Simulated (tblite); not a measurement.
Record of a relaxation.

Compound: C₆H₁₅P.
SMILES with atom numbers: `[CH3:1][CH2:2][PH:3][CH2:4][CH:5]([CH3:6])[CH3:7]` (hydrogens: H8, H9, H10 on C1; H11, H12 on C2; H13 on P3; H14, H15 on C4; H16 on C5; H17, H18, H19 on C6; H20, H21, H22 on C7)

Computed with GFN2-xTB (tblite), gas phase: L-BFGS steps from a force-field or distance-geometry start until the largest atomic force falls under 0.01 eV/Å. 8 of its 139 geometries are shown.

Step 0: E = -624.4739 eV, largest atomic force 4.343 eV/Å
```
atom  x, y, z in Å  |  force x, y, z in eV/Å
C1      3.560    0.577   -0.400    1.761   0.353   0.120
C2      2.444   -0.071    0.359   -0.159  -1.839   1.342
P3      0.754    0.342   -0.190   -0.671   4.101  -1.262
C4     -0.569   -0.157    0.995    1.196  -2.381   0.846
C5     -1.943   -0.269    0.411   -0.128   1.078  -0.103
C6     -2.075   -1.259   -0.720   -0.879  -1.439  -0.102
C7     -2.289    1.102   -0.157   -1.525   0.556   1.071
H8      3.957   -0.067   -1.205   -0.529   0.584   0.030
H9      3.354    1.612   -0.723   -0.194  -0.722  -0.140
H10     4.424    0.677    0.311   -0.547  -0.081  -0.526
H11     2.565    0.259    1.436   -0.717  -0.295  -0.865
H12     2.528   -1.184    0.359    0.403   0.365   0.131
H13     0.465   -0.055   -1.544    0.391  -1.055   1.199
H14    -0.283   -1.192    1.347   -0.147   0.638   0.339
H15    -0.546    0.552    1.855    0.185  -0.422  -0.612
H16    -2.662   -0.460    1.250    0.510  -0.301  -0.645
H17    -1.388   -2.118   -0.662   -0.166   0.330   0.161
H18    -1.958   -0.814   -1.715    0.034  -0.001   0.417
H19    -3.113   -1.670   -0.639    0.750   0.147  -0.424
H20    -3.099    0.932   -0.878    0.185   0.602   0.173
H21    -2.699    1.679    0.731    0.567  -0.040  -1.361
H22    -1.436    1.604   -0.622   -0.316  -0.179   0.211
```

Step 20: E = -626.0113 eV, largest atomic force 0.255 eV/Å
```
atom  x, y, z in Å  |  force x, y, z in eV/Å
C1      3.535    0.549   -0.351   -0.092  -0.057   0.068
C2      2.351   -0.034    0.414   -0.241  -0.044   0.052
P3      0.751    0.640   -0.288   -0.006  -0.085  -0.052
C4     -0.459   -0.151    0.892    0.246   0.017   0.066
C5     -1.891   -0.228    0.367    0.117  -0.024   0.123
C6     -2.033   -1.285   -0.726   -0.036   0.031  -0.009
C7     -2.368    1.136   -0.119   -0.032  -0.036   0.028
H8      3.734   -0.055   -1.234    0.096   0.099  -0.009
H9      3.303    1.565   -0.674    0.094  -0.031   0.026
H10     4.420    0.580    0.283    0.045  -0.063  -0.130
H11     2.408    0.231    1.474   -0.067   0.132  -0.036
H12     2.329   -1.124    0.352    0.099  -0.031   0.045
H13     0.629   -0.364   -1.262    0.031   0.094  -0.035
H14    -0.087   -1.144    1.158   -0.045  -0.080   0.000
H15    -0.435    0.449    1.806   -0.011   0.110   0.037
H16    -2.522   -0.527    1.210   -0.040  -0.094   0.073
H17    -1.376   -2.135   -0.543   -0.107   0.041   0.006
H18    -1.794   -0.861   -1.698    0.049  -0.026  -0.024
H19    -3.063   -1.635   -0.742    0.017  -0.071  -0.145
H20    -3.239    1.017   -0.757   -0.078   0.081   0.021
H21    -2.628    1.771    0.725    0.019   0.043  -0.041
H22    -1.576    1.623   -0.688   -0.058  -0.004  -0.062
```

Step 39: E = -626.1420 eV, largest atomic force 0.107 eV/Å
```
atom  x, y, z in Å  |  force x, y, z in eV/Å
C1      3.538    0.502   -0.329   -0.006   0.013  -0.017
C2      2.292    0.071    0.435    0.089   0.014   0.026
P3      0.727    0.604   -0.430    0.071   0.007  -0.040
C4     -0.436   -0.138    0.822    0.053  -0.017   0.058
C5     -1.890   -0.266    0.374    0.042   0.025   0.049
C6     -1.997   -1.266   -0.767   -0.010  -0.017   0.007
C7     -2.439    1.090   -0.045   -0.009   0.017  -0.006
H8      3.569    0.037   -1.312   -0.007  -0.002   0.006
H9      3.531    1.582   -0.464    0.040  -0.004  -0.020
H10     4.442    0.225    0.214   -0.072   0.004  -0.026
H11     2.293    0.547    1.421   -0.027  -0.006   0.019
H12     2.285   -1.014    0.582   -0.001   0.037  -0.001
H13     0.723   -0.474   -1.330    0.028   0.010   0.042
H14    -0.046   -1.118    1.118   -0.032   0.009   0.055
H15    -0.382    0.528    1.691    0.002  -0.036   0.036
H16    -2.466   -0.642    1.228   -0.037  -0.003   0.015
H17    -1.535   -2.207   -0.479   -0.002  -0.079  -0.047
H18    -1.483   -0.872   -1.639   -0.017  -0.033  -0.095
H19    -3.033   -1.454   -1.029   -0.081   0.000  -0.015
H20    -3.467    1.010   -0.387   -0.046  -0.042  -0.021
H21    -2.409    1.797    0.780    0.038   0.009   0.024
H22    -1.827    1.476   -0.857   -0.016   0.094  -0.049
```

Step 59: E = -626.1568 eV, largest atomic force 0.032 eV/Å
```
atom  x, y, z in Å  |  force x, y, z in eV/Å
C1      3.550    0.506   -0.337   -0.001   0.005   0.004
C2      2.322    0.106    0.470   -0.016   0.008  -0.005
P3      0.749    0.595   -0.411    0.014   0.003   0.004
C4     -0.431   -0.154    0.823    0.000  -0.004  -0.006
C5     -1.883   -0.271    0.355   -0.018  -0.009  -0.004
C6     -2.026   -1.268   -0.791    0.000  -0.008  -0.014
C7     -2.444    1.088   -0.047    0.010   0.016  -0.013
H8      3.533    0.042   -1.322   -0.010  -0.010   0.016
H9      3.578    1.585   -0.472    0.005  -0.004  -0.009
H10     4.462    0.198    0.174   -0.005   0.005  -0.001
H11     2.332    0.616    1.439   -0.003   0.011  -0.018
H12     2.319   -0.972    0.657   -0.001   0.018  -0.004
H13     0.777   -0.500   -1.287    0.009  -0.013  -0.011
H14    -0.056   -1.137    1.125    0.001  -0.017   0.012
H15    -0.394    0.503    1.699    0.008  -0.014   0.018
H16    -2.464   -0.651    1.205   -0.015   0.010   0.026
H17    -1.597   -2.230   -0.518   -0.009  -0.001  -0.011
H18    -1.521   -0.899   -1.681    0.001   0.015   0.008
H19    -3.077   -1.415   -1.032    0.020  -0.006  -0.002
H20    -3.487    0.995   -0.342    0.017   0.024   0.010
H21    -2.375    1.794    0.777   -0.013  -0.015   0.008
H22    -1.877    1.489   -0.886    0.005  -0.015  -0.008
```

Step 79: E = -626.1632 eV, largest atomic force 0.042 eV/Å
```
atom  x, y, z in Å  |  force x, y, z in eV/Å
C1      3.531    0.509   -0.351    0.001  -0.003   0.015
C2      2.313    0.176    0.500   -0.001  -0.007   0.013
P3      0.734    0.560   -0.412   -0.028   0.000   0.030
C4     -0.433   -0.217    0.821    0.003  -0.012  -0.007
C5     -1.889   -0.286    0.354    0.001  -0.006   0.020
C6     -2.045   -1.256   -0.813   -0.002  -0.002  -0.003
C7     -2.410    1.093   -0.033    0.002  -0.005   0.007
H8      3.486   -0.017   -1.304    0.011  -0.011   0.011
H9      3.575    1.576   -0.557   -0.015  -0.009  -0.003
H10     4.445    0.216    0.163    0.019   0.011  -0.008
H11     2.324    0.772    1.418    0.003   0.001  -0.015
H12     2.321   -0.881    0.784    0.009   0.012   0.003
H13     0.833   -0.557   -1.254   -0.007  -0.009  -0.016
H14    -0.078   -1.221    1.075    0.016   0.020  -0.001
H15    -0.372    0.397    1.728   -0.006   0.006  -0.041
H16    -2.485   -0.665    1.194   -0.008   0.001   0.032
H17    -1.628   -2.228   -0.562    0.002  -0.014  -0.015
H18    -1.532   -0.867   -1.690    0.018  -0.008  -0.021
H19    -3.095   -1.387   -1.062   -0.014   0.006  -0.004
H20    -3.460    1.038   -0.311   -0.004   0.013  -0.003
H21    -2.304    1.794    0.792    0.003  -0.009   0.005
H22    -1.842    1.470   -0.882   -0.005   0.026   0.000
```

Step 99: E = -626.1687 eV, largest atomic force 0.036 eV/Å
```
atom  x, y, z in Å  |  force x, y, z in eV/Å
C1      3.518    0.500   -0.356   -0.001   0.002  -0.009
C2      2.303    0.229    0.520    0.015   0.001  -0.009
P3      0.729    0.516   -0.437    0.032   0.001   0.011
C4     -0.432   -0.260    0.799   -0.015   0.005   0.003
C5     -1.891   -0.308    0.343    0.007  -0.024  -0.003
C6     -2.068   -1.243   -0.850    0.012   0.010   0.002
C7     -2.387    1.095    0.011    0.006  -0.034   0.002
H8      3.504   -0.146   -1.233    0.018   0.011   0.018
H9      3.517    1.534   -0.698    0.009  -0.011  -0.001
H10     4.440    0.317    0.194   -0.005   0.008   0.002
H11     2.300    0.907    1.380    0.001   0.006  -0.017
H12     2.326   -0.796    0.899   -0.013  -0.005   0.003
H13     0.893   -0.622   -1.240   -0.017  -0.031  -0.009
H14    -0.077   -1.263    1.055   -0.003  -0.006  -0.009
H15    -0.361    0.360    1.700    0.004  -0.010   0.010
H16    -2.484   -0.705    1.179   -0.004   0.013  -0.002
H17    -1.694   -2.238   -0.616   -0.004  -0.006   0.000
H18    -1.522   -0.862   -1.712    0.004   0.028   0.010
H19    -3.118   -1.325   -1.119   -0.001   0.007   0.006
H20    -3.439    1.083   -0.263   -0.013  -0.017  -0.001
H21    -2.256    1.754    0.866   -0.016   0.026  -0.005
H22    -1.812    1.492   -0.824   -0.016   0.025  -0.001
```

Step 118: E = -626.1746 eV, largest atomic force 0.024 eV/Å
```
atom  x, y, z in Å  |  force x, y, z in eV/Å
C1      3.527    0.488   -0.358    0.001  -0.011  -0.005
C2      2.296    0.286    0.515   -0.012   0.007  -0.017
P3      0.731    0.430   -0.490    0.014   0.012   0.014
C4     -0.424   -0.305    0.779   -0.011   0.007  -0.017
C5     -1.891   -0.323    0.343   -0.009  -0.013  -0.014
C6     -2.083   -1.200   -0.890    0.001   0.002   0.000
C7     -2.391    1.091    0.069    0.010   0.000  -0.004
H8      3.592   -0.296   -1.111   -0.002   0.008  -0.004
H9      3.479    1.447   -0.871    0.003  -0.007   0.013
H10     4.433    0.461    0.246    0.002   0.005  -0.001
H11     2.257    1.059    1.289   -0.003   0.012  -0.002
H12     2.333   -0.687    1.012   -0.009  -0.011   0.005
H13     0.948   -0.759   -1.202    0.008  -0.022  -0.006
H14    -0.090   -1.317    1.024    0.000  -0.008   0.017
H15    -0.325    0.311    1.680    0.008   0.006  -0.005
H16    -2.477   -0.746    1.169   -0.003  -0.011  -0.005
H17    -1.760   -2.220   -0.691    0.010   0.006  -0.014
H18    -1.500   -0.804   -1.720   -0.008   0.000   0.014
H19    -3.129   -1.222   -1.185    0.003  -0.008   0.015
H20    -3.445    1.079   -0.203   -0.002   0.000   0.002
H21    -2.266    1.720    0.947   -0.005   0.013   0.016
H22    -1.825    1.528   -0.752    0.003   0.011  -0.004
```

Step 138: E = -626.1776 eV, largest atomic force 0.010 eV/Å
```
atom  x, y, z in Å  |  force x, y, z in eV/Å
C1      3.530    0.479   -0.355    0.003   0.002  -0.005
C2      2.282    0.309    0.501    0.004   0.000  -0.004
P3      0.734    0.354   -0.538   -0.002  -0.005   0.007
C4     -0.422   -0.318    0.766   -0.002   0.003   0.000
C5     -1.891   -0.329    0.339   -0.002   0.001   0.000
C6     -2.086   -1.177   -0.913    0.004  -0.003  -0.005
C7     -2.390    1.093    0.102   -0.004   0.004   0.002
H8      3.621   -0.340   -1.066   -0.005  -0.008  -0.002
H9      3.482    1.410   -0.916    0.003   0.008  -0.001
H10     4.422    0.495    0.268    0.001  -0.001   0.000
H11     2.212    1.131    1.220   -0.002   0.000   0.003
H12     2.325   -0.629    1.062   -0.003  -0.002   0.005
H13     0.984   -0.877   -1.165   -0.001  -0.001   0.000
H14    -0.101   -1.326    1.048    0.002   0.008  -0.001
H15    -0.308    0.329    1.643    0.002  -0.002   0.000
H16    -2.474   -0.772    1.157    0.001  -0.004   0.002
H17    -1.713   -2.187   -0.756   -0.001  -0.004  -0.002
H18    -1.545   -0.731   -1.747    0.002   0.002  -0.001
H19    -3.140   -1.235   -1.177    0.004   0.002   0.003
H20    -3.438    1.088   -0.187    0.001   0.000  -0.005
H21    -2.283    1.692    1.004   -0.004   0.004   0.002
H22    -1.810    1.559   -0.692    0.000  -0.004   0.004
```

Question: Summarise the path.

Answer: The energy falls by 164.38 kJ/mol from step 0 to step 138; nine tenths of that is first reached at step 20. It rises by more than 0.2 meV at step 106. The largest force goes from 4.343 to 0.010 eV/Å. Among the bonds C7–H21 changes most, from 1.136 to 1.088 Å; the atoms move by 0.521 Å rms after alignment.
